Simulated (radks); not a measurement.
Results of a calculation; reference values are marked as such.
The fluorine anion F- inside a hard spherical wall (all orbitals vanish at R), configuration held at [Ne] and not refilled when levels cross. Level of theory: scalar-relativistic Kohn-Sham, PBE, spin-polarised, spherical densities, point nucleus (a radial shooting solver on a logarithmic mesh with Libxc functionals). Eigenvalues in eV for spin up, with the zero of energy where the potential of the charges vanishes at infinity; a dash marks a level that is unbound or too diffuse for the functional's potential to be trusted. A positive occupied level is held by the wall or, in an anion where self-interaction has pushed it up, behind a barrier. The pressure on the wall is -dE/dV.

R (bohr)  E (hartree)  kinetic (hartree)    e(1s)    e(2s)   e(2p)  e(3s, empty)  e(3p, empty)  pressure (GPa)
20          -99.90457             99.799  -649.32  -16.980   1.322         2.400         2.598        < 0.0001
7           -99.89967             99.821  -648.67  -16.413   1.865         7.871        10.265           0.191
6           -99.89289             99.850  -648.15  -15.992   2.279        10.032        13.248           0.703
5           -99.87304             99.931  -647.04  -15.136   3.145        13.948        18.348            3.15
4           -99.80342            100.204  -644.30  -13.193   5.207        22.297        28.317            18.9
3.5         -99.70605            100.575  -641.41  -11.255   7.346        30.472        37.362            54.1
3           -99.48144            101.395  -636.13   -7.840  11.203        44.726        52.207             177
1.5         -91.55191            122.398  -558.19   52.836  75.156        277.84        258.59           21500
